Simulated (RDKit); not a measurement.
Input for RDKit: UFF on C2H8Si (SMILES CC[SiH3]), a point of a torsion scan.

```python
from rdkit import Chem
from rdkit.Chem import AllChem, rdDetermineBonds

blocks = [
'''11

C    -1.28556333    0.57809280   -0.15585286
C    -0.34590983   -0.61130304    0.02988117
Si   -1.14010284   -2.27371220   -0.44336945
H    -1.97840984    0.65169560    0.67972878
H    -0.72364897    1.51164389   -0.19109782
H    -1.85578597    0.49441720   -1.07768381
H     0.53783351   -0.46350256   -0.59572590
H     0.01236401   -0.63014297    1.05996147
H    -2.34291462   -2.49947384    0.36130703
H    -1.50635542   -2.24006690   -1.86156730
H    -0.17771012   -3.35152205   -0.20620706
''',
]
mol = None
for b in blocks:
    f = Chem.MolFromXYZBlock(b)
    rdDetermineBonds.DetermineBonds(f, charge=0)
    mol = f if mol is None else Chem.CombineMols(mol, f)
Chem.SanitizeMol(mol)
print(Chem.MolToSmiles(Chem.RemoveHs(mol)))
ff = AllChem.UFFGetMoleculeForceField(mol, vdwThresh=100.0, ignoreInterfragInteractions=False)
e = ff.CalcEnergy()
print(f'UFF energy {e:.6f} kcal/mol')
```

The log:

```
CC[SiH3]
UFF energy 2.105880 kcal/mol
```

The run finished.

Cost: very roughly 0.010 core-seconds.
